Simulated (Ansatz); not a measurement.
Input file for FH2ISSi (`F[SiH](S)I`):

```yaml
crystal:
  periodic: [false, false, false]
  atoms:
    - {symbol: F, position_ang: [-0.102952, -1.620806, 0.774884]}
    - {symbol: Si, position_ang: [0.336611, -0.388646, -0.131160]}
    - {symbol: S, position_ang: [-1.331648, 0.618550, -0.938795]}
    - {symbol: I, position_ang: [1.688770, 1.046205, 1.279985]}
    - {symbol: H, position_ang: [1.130447, -0.901662, -1.262426]}
    - {symbol: H, position_ang: [-1.679128, 1.182359, 0.231311]}
basis:
  gaussian: {orbitals: def2-SVP}
correlation: {method: ccsd_t, frozen_orbitals: {F: 1, H: 0, I: 9, S: 5, Si: 5}}
```

```sh
$ ansatz run in.yaml --threads 4 --pin off --events-out ev --progress --plain
```

Log, shortened:

```
Functional definition: HF
892 factors; integrals over basis functions are off by at most 1.1e-3 eV
mean field evaluation 1: about -29482.9255 eV, gradient 2.8e1 eV
mean field evaluation 2: about -29482.9453 eV, gradient 2.8e1 eV
mean field evaluation 4: about -29484.8441 eV, gradient 2.2e0 eV
mean field evaluation 8: about -29484.8704 eV, gradient 1.8e-1 eV
mean field -29484.87056448 eV, -1083.5490076814 hartree, gradient 2.9e-6 eV, S^2 0.000000; 0 other end points of the search recorded, 0 dependent functions left out
20 core orbitals not correlated: weight in the atoms' cores, before any rotation towards them, 1.000 or more for the frozen orbitals, at most 0.000 for the correlated occupied ones
reference -29484.87056448 eV, -1083.5490076814 hartree; 13, 13 occupied and 53, 53 virtual orbitals, 892 factors
second order -13.76476046 eV of doubles, -0.00000000 eV of singles
cycle   1  -14.34127762 eV  change   -5.8e-1 eV  update   8.8e-2
cycle   2  -14.66736446 eV  change   -3.3e-1 eV  update   2.5e-2
cycle   3  -14.74334837 eV  change   -7.6e-2 eV  update   1.3e-2
cycle   4  -14.74238946 eV  change    9.6e-4 eV  update   2.5e-3
cycle   5  -14.74087976 eV  change    1.5e-3 eV  update   1.0e-3
cycle   6  -14.74074531 eV  change    1.3e-4 eV  update   3.2e-4
cycle   7  -14.74064711 eV  change    9.8e-5 eV  update   9.7e-5
cycle   8  -14.74063443 eV  change    1.3e-5 eV  update   3.0e-5
perturbative correction -0.33423171 eV, -0.0122827888 hartree
Total energy: -29499.94543061 eV, -1084.1029987938 hartree
```

Run time 1.1 s (4 threads of a server CPU on a shared host); peak host memory 0.24 GiB.

Correlation energy per correlated electron: -0.580 eV. T1 diagnostic: 0.0111.
